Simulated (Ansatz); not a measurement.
Diatomic OsBr, multiplicity 6 (lowest of 2S+1 = 2, 4, 6 at CCSD(T)/def2-TZVPP on PBE0 minima; our sources give no spin for the ground state, which may be another). No spin–orbit coupling. Br is treated without relativity.

Seven points along R, fitted to fifth degree in 1/R; most abundant isotopes. Runs in def2 and cc sets follow the lowest solution found near the PBE0 minimum.

Run with Ansatz (an electronic-structure program) with Gaussian orbitals. Each number belongs to the level named beside it. In def2 rows elements past Kr take small-core potentials, without spin–orbit coupling.

Energies at CAM-B3LYP/def2-TZVPP:

```tsv
R (Å)	E (hartree)
2.280283	-2664.83014007
2.341581	-2664.83437827
2.397975	-2664.83621805
2.461725	-2664.83645099
2.525475	-2664.83517624
2.599032	-2664.83231583
2.684849	-2664.82766321
```

Q: With a reduced mass of 55.9262 u, find the minimum, the force constant and the constants.

A: A fifth-degree polynomial in 1/R puts the minimum at r_e = 2.4379 Å with force constant 178 N/m. Then ω_e = (1/2πc)√(k/μ) = 233 cm⁻¹ and B_e = h/(8π²cμr_e²) = 0.05072 cm⁻¹; the cubic and quartic terms give α_e = 0.00017 and ω_e x_e = 0.56 cm⁻¹.
